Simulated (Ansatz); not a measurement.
Reaction (ligand exchange at the Si–F bond): silicon tetrafluoride + HI → `F[Si](F)(F)I` + H–F

Calculated with Ansatz (gas phase, PBE0-D4/def2-TZVP geometries, no zero-point term in ΔE). CCSD(T)/CBS adds triple-zeta CCSD(T) − MP2 to the extrapolated MP2 energy (def2 sets, frozen cores). This one scheme is used for every species. DFT in def2-TZVPP. def2 core potentials past Kr. For I outer-core shells are correlated without core-valence functions, which leaves a few kJ/mol of doubt a bond.

`F[Si](F)(F)F`:

Cartesian coordinates in Å:
```
F -0.205 -1.522 0.282
Si 0.000 0.000 0.000
F 1.528 0.320 -0.039
F -0.678 0.836 1.132
F -0.645 0.367 -1.374
```

HI:

```xyz
2

I     0.509   -0.564    0.266
H    -0.509    0.564   -0.266
```

`F[Si](F)(F)I`:

Z-matrix (Å, degrees):
```
Si
F 1 1.570
F 1 1.570 2 108.0
I 1 2.383 2 110.9 3 -121.7
F 1 1.570 2 108.0 3 116.6
```

H–F:

Z-matrix (Å, degrees):
```
F
H 1 0.920
```

```json
{"species": "`F[Si](F)(F)F`", "LC-ωPBE energy (Eh)": "-689.03155"}
{"species": "HI", "LC-ωPBE energy (Eh)": "-298.34599"}
{"species": "`F[Si](F)(F)I`", "LC-ωPBE energy (Eh)": "-886.90832"}
{"species": "H–F", "LC-ωPBE energy (Eh)": "-100.44042"}
```

Q: Work out ΔE.

A: ΔE = (-886.90832) + (-100.44042) − (-689.03155) − (-298.34599) = 0.02880 Eh = +0.78 eV. CCSD(T)/CBS gives +0.77 eV.

Largest T1 diagnostic among the species: 0.011.

Leaving LDA and LC-ωPBE aside and taking each functional with its dispersion term where it has one, the values, not all of them listed here, spread over 0.32 eV, from revPBE-D4 to B97M-V. LDA lies +0.04 eV from PBE without D4. From BLYP to BHLYP (50 % exact exchange), in def2-TZVPP and without D4, ΔE moves by +0.09 eV. At CCSD(T), def2-SVP lies +0.13 eV from the extrapolated value and def2-TZVPP +0.11 eV.
